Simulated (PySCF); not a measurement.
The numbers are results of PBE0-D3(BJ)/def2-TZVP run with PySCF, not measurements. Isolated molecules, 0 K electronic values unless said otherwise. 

Reference species (SMILES): `F[C](F)F` (neutral, multiplicity 2).

```
Quantity                          Value
-----------------------------  --------
highest occupied spin orbital  -7.90 eV
```

Changed species: `[C](F)(Cl)Cl` (radical fragment; the reference has radical fragment).

Problem. Give the shifts of the highest occupied spin orbital.

Solution. the highest occupied spin orbital goes up by 1.05 eV, to -6.85 eV.
